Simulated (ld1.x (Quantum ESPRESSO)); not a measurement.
## Reading a pseudo-wave (tantalum (Ta))

Columns: radius, all-electron u(r) and pseudo u(r) of the 5d shell (level -14.29 eV) of tantalum in the configuration [Xe] 4f14 5d3 6s0.5 6p0; PBE, scalar-relativistic, ultrasoft scheme, ld1.x (Quantum ESPRESSO) 7.5.

```csv
r (bohr),all-electron,pseudo
0.195,0.0632,0.0097
0.390,-0.3212,0.0703
0.585,-0.1135,0.2012
0.780,0.2281,0.3788
0.975,0.4913,0.5533
1.170,0.6505,0.6789
1.365,0.7271,0.7397
1.560,0.7476,0.7500
1.755,0.7327,0.7327
1.950,0.6970,0.6970
2.145,0.6500,0.6500
2.340,0.5976,0.5976
2.535,0.5435,0.5435
2.730,0.4902,0.4902
2.925,0.4390,0.4390
3.120,0.3908,0.3908
3.315,0.3461,0.3461
3.510,0.3052,0.3052
3.705,0.2681,0.2681
3.900,0.2347,0.2347
4.095,0.2049,0.2049
4.290,0.1784,0.1784
4.485,0.1549,0.1549
4.680,0.1342,0.1342
4.875,0.1160,0.1160
5.070,0.1001,0.1001
```

Task: How many radial nodes do the two functions have?

Result: The all-electron 5d function has n − l − 1 = 2; the pseudo-wave has 0, since the states of the same l below it are removed with the core.

Task: At about which radius was the pseudo-wave matched?

Result: 1.75 bohr, where the columns begin to agree (steps of 0.20 bohr).

Task: Is the pseudo-wave norm-conserving?

Result: No, it belongs to an ultrasoft set: the norm inside the radius is not constrained, and the difference is carried by the augmentation charge.
